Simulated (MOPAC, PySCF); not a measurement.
[Hf(SH)4], neutral singlet in the gas phase. 

Z-matrix (Å, degrees):
```
Hf
S 1 2.4376
H 2 1.3558 1 92.25
S 1 2.4376 2 110.64 3 18.35
H 4 1.3557 1 92.18 2 100.09
S 1 2.4377 2 110.61 3 -100.27
H 6 1.3556 1 92.22 2 -18.39
S 1 2.4377 2 107.21 3 139.02
H 8 1.3558 1 92.19 2 139.11
```
Charge 0, multiplicity 1.

All levels are single points at this geometry (r2SCAN-D4/def2-SVP); Pople sets use spherical d functions. Orbital energies aren't observables, and empty levels follow the basis.

```csv
level,HOMO (eV),LUMO (eV),gap (eV),dipole (D),"vertical IE, Delta-SCF (eV)"
B3LYP-D3(BJ)/def2-TZVP in PySCF,-7.67,-2.25,5.42,0.00,–
PBE-D3(BJ)/def2-TZVP in PySCF,-6.74,-2.87,3.88,0.00,–
TPSSh-D3(BJ)/def2-TZVP in PySCF,-7.32,-2.49,4.83,0.00,–
B3LYP/6-311+G** (LANL2DZ on Hf) in PySCF,-7.76,-2.55,5.22,0.00,–
B3LYP/6-31G* (LANL2DZ on Hf) in PySCF,-7.76,-2.52,5.24,0.00,9.56
B3LYP/LANL2DZ in PySCF,-8.01,-2.73,5.28,0.00,–
BP86/6-31G* (LANL2DZ on Hf) in PySCF,-6.94,-3.19,3.75,0.00,–
M06-2X/6-31G* (LANL2DZ on Hf) in PySCF,-9.19,-1.70,7.49,0.00,–
PBE/6-31G* (LANL2DZ on Hf) in PySCF,-6.85,-3.07,3.77,0.00,–
SVWN5/6-31G* (LANL2DZ on Hf) in PySCF,-6.95,-3.22,3.73,0.00,–
HF/6-31G* (LANL2DZ on Hf) in PySCF,-10.85,0.72,11.57,0.00,–
PM6 in MOPAC,-9.41,-2.37,7.04,0.00,–
PM7 in MOPAC,-9.53,-1.53,8.00,0.01,–
```
